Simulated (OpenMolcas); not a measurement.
# S IV: the spin-orbit constant, worked from levels

| Property | Result |
| --- | --- |
| Program | OpenMolcas |
| Basis | ANO-RCC [8s7p5d4f2g] |
| Scalar Hamiltonian | DKH2, point nucleus |
| Active space | 3 electrons in 8 orbitals (3s 3p 4s 4p) |
| State averaging | 2S+1 = 4 odd, 1 root; 2S+1 = 2 odd, 11 roots; 2S+1 = 4 even, 3 roots; 2S+1 = 2 even, 9 roots |
| Spin-orbit coupling | state interaction with AMFI integrals over the reference wave functions, term energies averaged over their components |

Methods: CASSCF; MS-CASPT2, IPEA 0.25 Eh, imaginary shift 0.1 Eh (closed shells correlated: 2s 2p). Measured levels: NIST levels in Podobedova, Kelleher and Wiese, J. Phys. Chem. Ref. Data 38, 171 (2009).

**The spin-orbit constant.** For the Hund term ²P° of p1, E(J) = (A/2) J(J+1) + constant and ζ = 2S·A = A. From J = 1/2 to J = 3/2 the energy changes by 1.5 A.

| Source | E(3/2) - E(1/2) | A | ζ |
| --- | --- | --- | --- |
| CASSCF | 849.9 | 566.6 | 567 |
| MS-CASPT2 | 856.5 | 571.0 | 571 |
| measured | 951.4 | 634.3 | 634 |

All in cm-1. MS-CASPT2 is off by -10.0 % and CASSCF by -10.7 %. Both methods take the spin-orbit matrix elements from the reference wave functions, so the second can move ζ only through the term energies and any multistate remixing.

Over all roots computed the reference weight is 0.87 to 0.99 in MS-CASPT2; the roots of lowest weight are the least certain, and an intruder state may touch them. Active for correlation alone: 4p 4s; no level in the range computed is led by a configuration that fills them, so any true level of that kind is missing. Measured partners are found by configuration, term and J. A level has none where our copy of the source lacks it or the pairing is in doubt (some pairs that miss far off the trend of their configuration count as doubtful), and it then counts in no deviation. Levels of configurations outside the active space are missing.

° marks odd parity.
